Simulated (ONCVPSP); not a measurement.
calcium (Ca): one change to an ONCV potential, before and after

ONCVPSP 4.0.1 input, shortened (lines: element, Z, core and valence counts, functional; n l f; lmax; l rc ep ncon nbas qcut; lloc lpopt rc5 dvloc0; l nproj debl; icmod fcfact rcfact), LDA (Perdew-Zunger), fully relativistic:

```
  Ca 20.00    3    3        3      upf
    1    0    2.00
    2    0    2.00
    2    1    6.00
    3    0    2.00
    3    1    6.00
    4    0    1.00
    2
    0    1.80    0.00    5    9    8.80
    1    1.30    0.00    5    8    6.60
    2    1.75    0.14    4    8    6.50
    4    5    0.95    2.00
    0    2    1.80
    1    3    2.70
    2    2    1.30
    3    4.75    1.30
```

Open shells are filled in proportion to 2j + 1.

In the d channel the program set the typed energies aside and used -0.315, 0.985 Ha (j = l + 1/2; the other j can differ).

Change: s: rc 2.34.

Cutoffs: the cutoffs (Ha) at which the residual kinetic energy of the hardest occupied pseudo-wave falls to 1 and 0.1 mHa per electron; they do not see the model core or the augmentation charge, which bear on the density cutoff. Errors are all-electron minus pseudo energies relative to the spin-unpolarised reference configuration.

Question: What does the change do?

Answer: The potential gets neither clearly harder nor softer (23 Ha and 93 Ha → 21 Ha and 93 Ha); the p channel sets the loose cutoff, while the largest relative change is in s, which becomes softer; of the 4 tests that both files solve, the error grows in 2 and shrinks in 0 by more than 15 % and 0.3 meV (median size 0.0 → 0.4 meV); neither file shows a bound ghost.

| quantity | base | changed |
| --- | --- | --- |
| cutoff, loose | 23 Ha | 21 Ha |
| cutoff, tight | 93 Ha | 93 Ha |
| loose cutoff by channel | s 23 Ha, p 21 Ha | s 17 Ha, p 21 Ha |
| bound ghosts | none | none |
| GHOST(+) flags under 300 eV | s at 265.3 eV | none |
| error for 3s2 3p6 4s2, meV [ΔE -6.46 eV] | 0.0 | -0.1 |
| error for 3s2 3p6 4s0, meV [ΔE 11.95 eV] | 0.0 | -0.6 |
| error for 3s2 3p6 4s1.5, meV [ΔE -3.90 eV] | 0.0 | -0.1 |
| error for 3s1 3p6 4s2, meV [ΔE 47.51 eV] | -13 | -63 |
| p3/2: phases at 1.32 bohr within 0.05 rad from the reference energy up to (Ha; the scan ends near 5) | to the end of the scan | to the end of the scan |
| p1/2: phases at 1.32 bohr within 0.05 rad from the reference energy up to (Ha; the scan ends near 5) | to the end of the scan | to the end of the scan |
| d5/2: phases at 1.77 bohr within 0.05 rad from the reference energy up to (Ha; the scan ends near 5) | to the end of the scan | to the end of the scan |
| d3/2: phases at 1.77 bohr within 0.05 rad from the reference energy up to (Ha; the scan ends near 5) | to the end of the scan | to the end of the scan |
| rms error of d²Exc/dni dnj with the model core, mHa | 5.94 | 5.61 |
